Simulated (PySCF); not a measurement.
C₃H₅NOSi, SMILES C=C[SiH2]OC#N.

Coordinates come from a PBE-D3(BJ)/def2-SVP optimisation. This is a generated structure with no PubChem entry under its InChIKey; it may be hypothetical. One conformer was computed; it need not be the lowest.

Two levels are set side by side: PBE/def2-TZVP (PySCF) and B3LYP/def2-TZVP (PySCF). Same geometry, gas phase. Differences are taken from unrounded values.

| quantity | B3LYP | PBE | PBE minus B3LYP |
|---|---|---|---|
| orbital gap (eV) | 6.73 | 4.76 | -1.96 |
| highest occupied level (eV) | -8.24 | -7.08 | 1.16 |
| lowest empty level (eV) | -1.52 | -2.32 | -0.80 |
| dipole moment (D) | 5.65 | 5.61 | -0.04 |
| mean polarisability (bohr³) | 68.5 | 70.5 | 2.0 |

PBE's occupied levels lie high since its potential decays too fast outside the molecule; exact exchange lowers them and widens the gap. Differences between two approximate levels are no errors against the true value.

Rough cost on one machine, each run with all the roots and properties that it gave: B3LYP against PBE within a factor of 2.
